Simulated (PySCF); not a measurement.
## Germanium: a sound run and one with changed settings

Sound run: Ge [Ar] 3d10 4s2 4p2, Ge⁺ [Ar] 3d10 4s2 4p1. All numbers are calculated (PySCF 2.14, no relativity, point nucleus, in def2-TZVP (6s5p4d1f, 48 functions)). The sound run starts from symmetry-adapted Hartree-Fock orbitals and uses a fine grid where one is needed.

Changed run: 26 angular points. This setting is unsound on purpose.

```json
{"species": "Ge", "method": "UHF", "sound run (hartree)": "-2075.32100", "changed run (hartree)": "-2075.32100", "converged": "yes"}
{"species": "Ge", "method": "LDA", "sound run (hartree)": "-2073.75732", "changed run (hartree)": "-2073.75743", "converged": "yes"}
{"species": "Ge", "method": "PBE", "sound run (hartree)": "-2076.60177", "changed run (hartree)": "-2076.60180", "converged": "yes"}
{"species": "Ge⁺", "method": "UHF", "sound run (hartree)": "-2075.04761", "changed run (hartree)": "-2075.04761", "converged": "yes"}
{"species": "Ge⁺", "method": "LDA", "sound run (hartree)": "-2073.46247", "changed run (hartree)": "-2073.46262", "converged": "yes"}
{"species": "Ge⁺", "method": "PBE", "sound run (hartree)": "-2076.31153", "changed run (hartree)": "-2076.31158", "converged": "yes"}
```

Ionisation energy of Ge:

| method | sound run (eV) | changed run (eV) |
| --- | --- | --- |
| UHF | 7.439 | 7.439 |
| LDA | 8.023 | 8.022 |
| PBE | 7.898 | 7.897 |

A coarse angular grid integrates products of high-l functions wrongly, so density functionals can shift, and the SCF can exploit the error; Hartree-Fock and MP2 need no grid.

For comparison, NIST gives 7.899 eV between the lowest levels.
